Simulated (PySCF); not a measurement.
C₉H₉O (charge +1).
Bonds: C1–C2, C2–C3 (aromatic), C3–C4 (aromatic), C4–C5 (aromatic), C5–C6, C6–O7 (triple), C5–C8 (aromatic), C8–C9, C8–C10 (aromatic), C2–C10 (aromatic). Hydrogens: H11, H12, H13 on C1; H14 on C3; H15 on C4; H16, H17, H18 on C9; H19 on C10.

The same species was optimised twice, with GFN2-xTB and with PBE0-D3(BJ)/def2-SVP (PySCF), and the same property calculations (PySCF, gas phase) were run on both structures.

| coordinate | GFN2-xTB | PBE0-D3(BJ)/def2-SVP | change |
| --- | --- | --- | --- |
| C5–C6 (Å) | 1.346 | 1.375 | +0.029 |
| C1–C2 (Å) | 1.476 | 1.487 | +0.011 |
| C8–C10 (Å) | 1.378 | 1.388 | +0.010 |
| C8–C9 (Å) | 1.484 | 1.493 | +0.009 |
| C3–C4 (Å) | 1.363 | 1.372 | +0.009 |
| C2–C3 (Å) | 1.409 | 1.415 | +0.006 |
| C2–C10 (Å) | 1.398 | 1.404 | +0.006 |
| C5–C8 (Å) | 1.433 | 1.428 | -0.005 |
| C4–C5 (Å) | 1.431 | 1.426 | -0.005 |
| C6≡O7 (Å) | 1.131 | 1.131 | 0.000 |
| C4–C5–C8 (°) | 120.2 | 122.7 | +2.5 |
| C6–C5–C8 (°) | 121.7 | 119.5 | -2.2 |
| C5–C8–C9 (°) | 120.6 | 122.4 | +1.8 |
| C5–C8–C10 (°) | 117.6 | 116.0 | -1.6 |
| C3–C4–C5 (°) | 119.5 | 118.4 | -1.1 |
| C1–C2–C3 (°) | 120.5 | 120.0 | -0.5 |
| C3–C2–C10 (°) | 118.9 | 119.4 | +0.5 |
| C5–C6–O7 (°) | 178.2 | 178.6 | +0.4 |

Rotational constants: A = 2769, B = 942.5, C = 709.2 MHz (GFN2-xTB) against A = 2734, B = 937.0, C = 704.0 MHz (PBE0-D3(BJ)/def2-SVP). Atoms that the bonding makes alike are paired by their places after alignment.

On the GFN2-xTB structure: HOMO (eV) -12.37 [PBE0/pcSseg-1]; LUMO (eV) -7.47 [PBE0/pcSseg-1]; GIAO shielding of C1 (ppm) 158.3 [PBE0/pcSseg-1]; GIAO shielding of C2 (ppm) 6.5 [PBE0/pcSseg-1]; GIAO shielding of C3 (ppm) 48.7 [PBE0/pcSseg-1]; GIAO shielding of C4 (ppm) 36.2 [PBE0/pcSseg-1]; GIAO shielding of C5 (ppm) 107.7 [PBE0/pcSseg-1]; GIAO shielding of C6 (ppm) 11.0 [PBE0/pcSseg-1]; GIAO shielding of O7 (ppm) -64.7 [PBE0/pcSseg-1]; GIAO shielding of C8 (ppm) 16.9 [PBE0/pcSseg-1].

Question: What do these properties become on the PBE0-D3(BJ)/def2-SVP structure?

Answer: 
```json
{"property": "HOMO (eV)", "level": "PBE0/pcSseg-1", "on GFN2-xTB": "-12.37", "on PBE0-D3(BJ)/def2-SVP": "-12.30", "change": "+0.07"}
{"property": "LUMO (eV)", "level": "PBE0/pcSseg-1", "on GFN2-xTB": "-7.47", "on PBE0-D3(BJ)/def2-SVP": "-7.39", "change": "+0.08"}
{"property": "energy, GFN2-xTB geometry as zero (kcal/mol)", "level": "PBE0/pcSseg-1", "on GFN2-xTB": "0.0", "on PBE0-D3(BJ)/def2-SVP": "-0.7", "change": "-0.7"}
{"property": "GIAO shielding of C1 (ppm)", "level": "PBE0/pcSseg-1", "on GFN2-xTB": "158.3", "on PBE0-D3(BJ)/def2-SVP": "156.2", "change": "-2.1"}
{"property": "GIAO shielding of C2 (ppm)", "level": "PBE0/pcSseg-1", "on GFN2-xTB": "6.5", "on PBE0-D3(BJ)/def2-SVP": "7.1", "change": "+0.6"}
{"property": "GIAO shielding of C3 (ppm)", "level": "PBE0/pcSseg-1", "on GFN2-xTB": "48.7", "on PBE0-D3(BJ)/def2-SVP": "46.1", "change": "-2.6"}
{"property": "GIAO shielding of C4 (ppm)", "level": "PBE0/pcSseg-1", "on GFN2-xTB": "36.2", "on PBE0-D3(BJ)/def2-SVP": "38.6", "change": "+2.4"}
{"property": "GIAO shielding of C5 (ppm)", "level": "PBE0/pcSseg-1", "on GFN2-xTB": "107.7", "on PBE0-D3(BJ)/def2-SVP": "104.1", "change": "-3.6"}
{"property": "GIAO shielding of C6 (ppm)", "level": "PBE0/pcSseg-1", "on GFN2-xTB": "11.0", "on PBE0-D3(BJ)/def2-SVP": "11.2", "change": "+0.2"}
{"property": "GIAO shielding of O7 (ppm)", "level": "PBE0/pcSseg-1", "on GFN2-xTB": "-64.7", "on PBE0-D3(BJ)/def2-SVP": "-61.9", "change": "+2.8"}
{"property": "GIAO shielding of C8 (ppm)", "level": "PBE0/pcSseg-1", "on GFN2-xTB": "16.9", "on PBE0-D3(BJ)/def2-SVP": "18.3", "change": "+1.4"}
```

The heavy atoms differ by 0.020 Å rms after alignment. Among the bonds compared C5–C6 changes most (+0.029 Å). Changes are differences of the printed values. Neither structure is proved a minimum here. Geometry: PBE0-D3(BJ)/def2-SVP; no solvent, vibrations or thermal averaging.
